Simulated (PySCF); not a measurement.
# Computed records: BGeH5O

All values are calculated (PySCF 2.14.0). Calculation on a computer-drawn molecule: the log of a Hartree-Fock and frozen-core CCSD(T) single point meant for a local Hartree-Fock minimum, with one planted fault or none, to be diagnosed. Offsets are logged minus clean, where the clean run is the same molecule without the fault. The reference is restricted for singlets and unrestricted otherwise, and also for a bond in bohr or an excited solution. Adding or removing an electron swaps singlet and doublet. The excited solution moves the top pair (singlet) or top alpha electron (doublet) to the lowest empty orbital. Highest occupied and lowest empty are orbital energies over both spins, largest force is the largest gradient component, triples share is (T) over the correlation energy, the T1 limit is 0.02 restricted and 0.045 unrestricted, electrons count all cores, a negative frequency is imaginary (commonest isotopes), and the dipole is about the centre of nuclear charge; on germanium a core potential holds 10 electrons, which the energies leave out, and 3d is frozen in MP2 and coupled-cluster steps.

```json
{"formula": "BGeH5O", "logged_structure": {"atoms_angstrom": [["B", -0.3747, 2.0719, -1.3965], ["O", 0.3216, 1.1964, -0.6575], ["Ge", -0.0674, 0.4355, 0.9236], ["H", -1.453, 2.48, -1.0293], ["H", 0.096, 2.4472, -2.4395], ["H", -0.0809, -1.0692, 0.6816], ["H", -1.428, 0.9505, 1.3867], ["H", 1.0493, 0.8401, 1.8786]]}, "given": {"meant_charge": 0, "meant_multiplicity": 1, "meant_basis": "cc-pVDZ", "meant_basis_and_core_potential_on_germanium": "cc-pVDZ-PP ECP10MDF", "logged_electrons": 50, "logged_basis_functions": 76, "logged_SCF_converged": "yes", "logged_spin_squared": 0.0, "logged_highest_occupied [eV]": -11.544, "logged_lowest_empty [eV]": 3.4435, "logged_largest_force [hartree/bohr]": 6.5813e-06, "logged_lowest_frequency [cm^-1]": 51.277, "logged_T1_diagnostic": 0.014944, "logged_D1_diagnostic": 0.049863, "logged_triples_share": 0.023469, "logged_CC_converged": "yes", "logged_dipole_magnitude [debye]": 2.1115, "logged_SCF_stable_within_its_kind": "yes", "logged_energy_HF [hartree]": -395.87992, "logged_energy_CCSD(T) [hartree]": -396.30086, "possible_faults": "no fault, one electron removed, one electron added, multiplicity raised by two, geometry at a saddle point, SCF held on an excited solution, minimal basis STO-3G, one bond length entered in bohr, all coordinates scaled", "drawn_bonds_atom": [1, 2, 1, 1, 3, 3, 3], "drawn_bonds_other_atom": [2, 3, 4, 5, 6, 7, 8], "drawn_bonds_order": [1, 1, 1, 1, 1, 1, 1]}, "results": {"planted_fault": "no fault", "HF_energy_offset_from_clean_run [kcal/mol]": 0.0, "CCSD(T)_energy_offset_from_clean_run [kcal/mol]": 0.0}}
```
